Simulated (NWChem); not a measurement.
System: CuNH4S; SMILES [NH3]->[Cu][SH]

```xyz
7

Cu    -0.0351     0.2369    -0.0003
S     -0.0794    -1.9007    -0.0005
H      1.2699    -2.0150     0.0001
N     -0.0436     2.1988    -0.0003
H     -0.9938     2.5702    -0.0485
H      0.4640     2.5896    -0.7956
H      0.3813     2.5896     0.8420
```
Atoms are numbered in this order, from 1.

Results from NWChem. The geometry was optimised at PBE0/def2-SVP. B3LYP is NWChem's, with the RPA form of VWN correlation. Vzz is the largest principal value of the second derivative of the potential at the nucleus (NWChem prints the opposite sign); η is the asymmetry. Non-relativistic.

| level | Vzz Cu1 (a.u.) | η Cu1 | Vzz S2 (a.u.) | η S2 | Vzz N4 (a.u.) | η N4 |
|---|---|---|---|---|---|---|
| PBE0/def2-TZVP | -0.774 | 0.60 | 1.935 | 0.82 | -0.612 | 0.00 |
| PBE0/cc-pVTZ | -0.851 | 0.52 | 1.710 | 0.79 | -0.612 | 0.00 |
| B3LYP/def2-TZVP | ___ | ___ | ___ | 0.84 | ___ | 0.00 |
| B3LYP/def2-SVP | 0.262 | 0.24 | 1.964 | 0.89 | -0.662 | 0.00 |

**Question.** What belongs in the gaps?

**Answer.** 
- B3LYP/def2-TZVP, Vzz Cu1 (a.u.): -0.681
- B3LYP/def2-TZVP, η Cu1: 0.70
- B3LYP/def2-TZVP, Vzz S2 (a.u.): 2.009
- B3LYP/def2-TZVP, Vzz N4 (a.u.): -0.635
